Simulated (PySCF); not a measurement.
Gas-phase reaction: Cs₂F₂ + 2 H = 2 Cs + 2 HF

Computed with PySCF (xtb for GFN2) and rigid-rotor harmonic-oscillator thermochemistry at 1 bar. Table values come from the NASA 1993 polynomials. S°(298 K) at PBE0/def2-TZVP differs from the NASA 1993 table for Cs₂F₂ (+5 J/mol/K); whether the harmonic model or the table's entry is off was not settled. † marks an energy on the PBE0/def2-TZVP geometry and frequencies; other levels use their own. MP2 and CCSD(T) freeze the core. Open shells (unrestricted): H (multiplicity 2), Cs (multiplicity 2); the rest are closed-shell singlets. GFN2 has no spin-polarisation term. Cs: scalar-relativistic def2 core potential, no spin-orbit coupling. MP2 isn't extrapolated to the basis-set limit; its ΔH°(298 K) is 17.7 kJ in def2-SVP and 19.1 kJ in def2-TZVPP. CCSD(T) isn't extrapolated to the basis-set limit; its ΔH°(298 K) is -10.9 kJ in def2-SVP and -6.3 kJ in def2-TZVPP. The harmonic model lacks anharmonicity and excited electronic states, which grow with temperature; levels with a mode under 35 cm⁻¹ are left out. Soft modes under 120 cm⁻¹ make the harmonic entropy rough for Cs₂F₂. The table's entry may be an old estimate for Cs₂F₂ (not checked at source).

```
level              ΔH°(298 K), kJ  minus table  ΔG°(1600 K), kJ
-----------------  --------------  -----------  ---------------
table                        62.0            -            -93.3
CCSD(T)/def2-SVP†           -10.9        -72.9           -157.4
GFN2-xTB                     74.4         12.4            -15.9
MP2/def2-TZVPP†              19.1        -42.9           -127.4
PBE/def2-TZVP†               54.1         -7.9            -92.4
PBE0/def2-SVP†               41.1        -20.9           -105.4
PBE0/def2-TZVP               38.4        -23.6           -108.2
r2SCAN/def2-TZVP†            69.9          7.9            -76.7
```
